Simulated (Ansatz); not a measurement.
Geometry optimisation, Ansatz 0.2.0, RKS B3LYP-D4/STO-3G.

The input (input.yaml):

```yaml
crystal:
  periodic: [false, false, false]
  atoms:
    - { symbol: B, position_ang: [0.0, 0.0, 0.0] }
    - { symbol: Cl, position_ang: [0.0, 0.0, 1.86] }
    - { symbol: O, position_ang: [1.2211, 0.0, -0.705] }
    - { symbol: H, position_ang: [1.5209, -0.9519, -0.8599] }
    - { symbol: Cl, position_ang: [-1.6108, 0.0, -0.93] }
basis:
  gaussian: { orbitals: STO-3G }
hamiltonian:
  xc: b3lyp
  dispersion: d4
relax:
  f_tol: 0.02
  max_steps: 40
```

Run as:

```bash
$ ansatz run input.yaml --threads 1 --pin off --max-ram 2048MiB --backend cpu --events-out ev --progress --plain --runs-dir out
```

Task: Where does it end, and by what steps?

Result: The run converged. Limits of this set-up: minimal basis. After 11 steps the energy has fallen by 0.875 eV; H4 moved furthest, 0.62 Å.

```json
{"step": "0", "energy less start (eV)": "0.0000", "largest force component (eV/Å)": "2.208", "accepted": "yes"}
{"step": "1", "energy less start (eV)": "-0.0915", "largest force component (eV/Å)": "1.376", "accepted": "yes"}
{"step": "2", "energy less start (eV)": "-0.1501", "largest force component (eV/Å)": "0.996", "accepted": "yes"}
{"step": "3", "energy less start (eV)": "-0.2108", "largest force component (eV/Å)": "0.681", "accepted": "yes"}
{"step": "4", "energy less start (eV)": "-0.2728", "largest force component (eV/Å)": "2.805", "accepted": "yes"}
{"step": "5", "energy less start (eV)": "-0.6848", "largest force component (eV/Å)": "1.095", "accepted": "yes"}
{"step": "6", "energy less start (eV)": "-0.7790", "largest force component (eV/Å)": "0.574", "accepted": "yes"}
{"step": "7", "energy less start (eV)": "-0.8660", "largest force component (eV/Å)": "0.259", "accepted": "yes"}
{"step": "8", "energy less start (eV)": "-0.8662", "largest force component (eV/Å)": "0.254", "accepted": "yes"}
{"step": "9", "energy less start (eV)": "-0.8751", "largest force component (eV/Å)": "0.051", "accepted": "yes"}
{"step": "10", "energy less start (eV)": "-0.8752", "largest force component (eV/Å)": "0.024", "accepted": "yes"}
{"step": "11", "energy less start (eV)": "-0.8752", "largest force component (eV/Å)": "0.002", "accepted": "yes"}
```

```xyz
5
Properties=species:S:1:pos:R:3
B -0.074 -0.112 -0.110
Cl 0.128 -0.129 1.685
O 0.945 -0.393 -0.948
H 1.794 -0.603 -0.427
Cl -1.662 0.285 -0.836
```

Run time: 20 s on 1 thread of Intel(R) Xeon(R) Platinum 8259CL CPU @ 2.50GHz (Skylake/Cascade Lake), on a shared host, peak memory 0.13 GiB.
